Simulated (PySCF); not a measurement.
PySCF 2.14 output of an unrestricted CAM-B3LYP calculation on a single atom or ion in x2c-TZVPPall (11s7p7d3f1g, 97 functions), with scalar relativity by spin-free X2C-1e:

```
SCF conv_tol = 1e-09
number electrons alpha = 39  beta = 35
    T. Yanai, D. P. Tew, and N. C. Handy.,  Chem. Phys. Lett. 393, 51 (2004)
cycle= 1 E= -17828.414802651  delta_E= -0.0224  |g|= 0.19  |ddm|= 0.27
cycle= 2 E= -17828.4153599167  delta_E= -0.000557  |g|= 0.157  |ddm|= 0.13
cycle= 3 E= -17828.4171158297  delta_E= -0.00176  |g|= 0.00615  |ddm|= 0.0577
cycle= 4 E= -17828.4171262327  delta_E= -1.04e-05  |g|= 0.00104  |ddm|= 0.00755
cycle= 5 E= -17828.4171278903  delta_E= -1.66e-06  |g|= 0.000262  |ddm|= 0.00351
cycle= 6 E= -17828.4171280975  delta_E= -2.07e-07  |g|= 2.18e-05  |ddm|= 0.00173
cycle= 7 E= -17828.4171280979  delta_E= -3.82e-10  |g|= 2.47e-06  |ddm|= 6.19e-05
converged SCF energy = -17828.4171280979  <S^2> = 6.0013612  2S+1 = 5.0005444
```

The run itself started from symmetry-adapted Hartree-Fock orbitals and held the occupation by maximum overlap, on a logarithmic radial grid, so the iterations belong to that start.

**Question.** Which element, charge and spin multiplicity is this?

**Answer.** Ir³⁺ (iridium, charge +3), multiplicity 5; the state was [Xe] 4f14 5d6, high-spin 5D determinant.

Spin-orbit coupling, absent here, splits the open shell strongly.
